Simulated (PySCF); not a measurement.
Structure from NMR data

An unknown has the formula C$_{4}$H$_{7}$N$_{3}$O. Its calculated NMR data are:

$^{1}$H NMR (300 MHz, computed): δ 7.02 (s, 1H), 4.25 (s, 3H), 4.12 (s, 3H).

$^{13}$C{$^{1}$H} NMR (computed): δ 169.8 (C), 111.4 (CH), 57.7 (CH3), 37.2 (CH3).

Averaged over atoms made equivalent by symmetry, fast rotation or ring inversion, no solvent, one computed conformer, non-relativistic Hamiltonian. Spin–spin couplings from B3LYP/pcJ-1 (spin–dipole term only in couplings to heteroatoms); σ from GIAO-PBE0/pcSseg-1; GFN2-xTB structure; PySCF.

δ = σ(ref) − σ, references computed at the same level: TMS for $^{1}$H (σ = 31.72 ppm), $^{13}$C (σ = 186.93 ppm).

Task: Deduce the structure.

Result: 
The formula gives 3 degrees of unsaturation (1 ring in the answer). 4 carbon signals for 4 carbons: no two carbons are equivalent. Carbon types of the structure: 1 × C, 1 × CH, 2 × CH3, which accounts for all hydrogens. δC 169.8: aromatic carbon bearing oxygen; the electronegative substituent deshields the carbon that carries it. δC 111.4: aromatic CH next to a ring nitrogen; resonance donation from the substituent shields this position. δC 57.7: methyl carbon bonded to O; deshielded by the electronegative neighbour. δC 37.2: methyl carbon bonded to N; the inductive effect lowers its shielding. δH 7.02: hydrogen on an aromatic CH next to a ring nitrogen; π donation from the O or N substituent shields it against benzene. δH 4.25: hydrogen on a methyl carbon bonded to O; its carbon carries O, which withdraws density. δH 4.12: hydrogen on a methyl carbon bonded to N; its carbon carries N, which withdraws density.

These data were computed for SMILES COc1cn(C)nn1.

The shifts were computed for this structure.

Shifts are as computed. Against solution values, carbons near 30 ppm lie about +3 ppm off and those near 130 ppm about +5 ppm. Of 1211 compounds with measured shifts, 218 miss one by over three times the rms of a fit or turn the order of signals round; such compounds aren't used in these exercises.
